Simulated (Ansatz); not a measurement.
Cl2Mn (SMILES [Cl][Mn][Cl]), sextet, at a GFN2-xTB geometry (such geometries of metal compounds can be far from the true shape); Ansatz (a quantum-chemistry and plane-wave program) with WB97X-V/cc-pVDZ.

Ansatz was given this input:
Ansatz 0.2 input:
```yaml
crystal:
  periodic: [false, false, false]
  atoms:
    - {symbol: Mn, position_ang: [0.00000000, 0.00000000, 0.00000000]}
    - {symbol: Cl, position_ang: [0.00000000, 0.00000000, 1.97614452]}
    - {symbol: Cl, position_ang: [-0.00000000, -0.00000000, -1.97614452]}
basis:
  gaussian:
    orbitals: cc-pVDZ
hamiltonian:
  xc: {name: wB97X-V}
magnetization: {spin_polarized: true, initial_magnetization: 5}
```

It wrote (shortened):

```
Functional definition: wB97X-V
850 factors; integrals over basis functions are off by at most 1.3e-3 eV
168 factors; integrals over basis functions are off by at most 3.8e-4 eV
mean field evaluation 1: about -56359.0065 eV, gradient 2.4e1 eV
mean field evaluation 2: about -56357.7243 eV, gradient 3.6e1 eV
mean field evaluation 4: about -56361.8107 eV, gradient 1.6e0 eV
mean field evaluation 8: about -56361.8677 eV, gradient 1.1e-1 eV
mean field evaluation 16: about -56361.8678 eV, gradient 7.8e-5 eV
mean field -56361.86783927 eV, -2071.2604396471 hartree, gradient 7.8e-5 eV, S^2 8.758159; 0 other end points of the search recorded, 0 dependent functions left out
reference -56361.86783680 eV, -2071.2604395561 hartree; 32, 27 occupied and 47, 52 virtual orbitals, 850 factors
Total energy: -56361.86783680 eV, -2071.2604395561 hartree
```
